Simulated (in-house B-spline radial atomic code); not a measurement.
**LDA VWN5 excitations of the sulfur ion S⁶⁺**

Method: LDA VWN5. Computed with an all-electron radial atomic-structure program (B-spline basis): linear response of the closed shell [He] 2s2 2p6 with the functional's adiabatic kernel; non-relativistic, point nucleus, no spin-orbit coupling, no double excitations, S, P, D and F terms only. Only terms of natural parity with L up to 3 were computed.

Command:
```bash
python run_td.py task.json out
```
Settings (radii: box in bohr, nucleus in fm):
```
Z                        16
electrons                10
configuration            [He] 2s2 2p6
hamiltonian              nr
method                   lda,vwn
box_radius               14.35
intervals                50
```

Cost of the run: 0.2 s on 1 thread of Arm Neoverse N1 (shared host).

The lowest states, in the order of their Tamm-Dancoff energies; the method's threshold (minus the highest occupied level) is 257.93 eV. Labels give the largest channel, * marks a mixed state, and oscillator strengths are full-response dipole values. Semilocal kernels can invert the small singlet-triplet splittings of Rydberg terms. Energies in eV:

```tsv
state	full response	Tamm-Dancoff	oscillator strength
2p → 3s 3P	163.54	163.55	-
2p → 3s 1P	164.72	164.75	0.202
2p → 3p 3S	175.27	175.31	-
2p → 3p 3D	?	?	-
2p → 3p 1D	177.33	177.33	-
2p → 3p 1S	?	?	-
2p → 3d 3P	193.86	193.87	-
2p → 3d 3F	194.24	194.25	-
2p → 3d 1F	194.75	194.75	-
2p → 3d 1P	197.46	197.59	1.38
2p → 4s 3P	213.22	213.23	-
2p → 4s 1P	213.56	213.57	0.0309
2s → 3s 3S	215.88	215.90	-
```

Problem. Where does 2p → 3p 1S lie?

Solution. At 184.04 eV in full response, 184.58 eV in Tamm-Dancoff.

Problem. Where does 2p → 3p 3D lie?

Solution. At 176.49 eV in full response, 176.50 eV in Tamm-Dancoff.

Problem. How large is the singlet-triplet splitting of 2p → 3s (P terms) in Tamm-Dancoff?

Solution. 1.2 eV, from the unrounded values.

Problem. What polarisabilities and dispersion coefficient does the method give?

Solution. Dipole 0.07522 bohr³, quadrupole 0.03222 bohr⁵, C6 0.03845 hartree·bohr⁶ for two such species.
